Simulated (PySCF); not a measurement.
**How methods differ on the ionisation energy of S⁺**

S⁺ [Ne] 3s2 3p3 (4S) → S²⁺ [Ne] 3s2 3p2 (3P), as a difference of total energies. Calculation: PySCF 2.14, in cc-pV(D+d)Z; the non-relativistic Hamiltonian (point nucleus). Correlated levels: valence: [Ne] frozen. The calculations carry no spin-orbit coupling.

```
           method  ionisation energy (eV)  difference from reference (eV)
              UHF                  22.742                          -0.596
            B3LYP                  23.286                          -0.052
           r2SCAN                  23.547                          +0.209
    MP2 (valence)                  23.173                          -0.165
SCS-MP2 (valence)                  23.017                          -0.321
   CCSD (valence)                  23.088                          -0.250
CCSD(T) (valence)                  23.092                          -0.246
```

Reference: 23.338 eV (measured; NIST Atomic Spectra Database, ionization energies).

The reference lies between the lowest fine-structure levels, while these numbers refer to the centres of the terms.

Errors of the correlated levels include the incompleteness of this basis and the frozen core.
